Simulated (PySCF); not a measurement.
Species: Sn(vinyl)2(NHMe)2, C6H14N2Sn.
Bonds: Sn1–C2, Sn1–C7, Sn1–N12, Sn1–N18, C2–C3, C7–C8, N12–C13, N18–C19. Hydrogens: H4 on C2; H5, H6 on C3; H9 on C7; H10, H11 on C8; H14 on N12; H15, H16, H17 on C13; H20 on N18; H21, H22, H23 on C19.

Method used: PBE0-D3(BJ)/def2-SVP geometry optimisation, gas phase, def2 core potentials past Kr (PySCF).

**Question.** How far are the bound atoms from Sn1?

**Answer.** 4 atoms: N12 2.045 Å, N18 2.046 Å, C7 2.129 Å, C2 2.129 Å. The nearest atom not counted as bound is H20, at 2.63 Å (others tie with it).

**Question.** List the angles at Sn1.

**Answer.** 
```csv
angle,degrees,distance of the outer atoms (Å)
C2–Sn1–C7,118.8,3.66
N12–Sn1–N18,115.8,3.47
C2–Sn1–N12,107.5,3.37
C7–Sn1–N18,107.1,3.36
C7–Sn1–N12,104.1,3.29
C2–Sn1–N18,104.1,3.29
```

**Question.** What is the shape at Sn1?

**Answer.** Distorted tetrahedral: angles from 104.1° to 118.8°; τ4 = (360° − α − β)/141° = 0.89 with α and β the two widest (0 for a square, 1 for a tetrahedron).

**Question.** What are the other bond lengths?

**Answer.** C2–C3, C7–C8 1.336 Å; N12–C13, N18–C19 1.444 Å. (A selection.)

**Question.** Give some angles away from the centre.

**Answer.** Sn1–C2–C3 120.3°, Sn1–N12–C13 120.9°.

**Question.** What are the rotational constants (commonest isotopes, rigid rotor)?

**Answer.** A = 1273, B = 897.0, C = 737.0 MHz: an asymmetric top.

Point group: C2 (tolerance 0.08 Å). Charge 0, singlet. PBE0-D3(BJ)/def2-SVP frequencies: not computed here.

The run took 8.8 min of wall time on Arm Neoverse V1, one thread, no GPU, shared host, and the process peaked at 1.0 GiB of memory. That covers the optimisation of the geometry.

One conformer stands for the species.
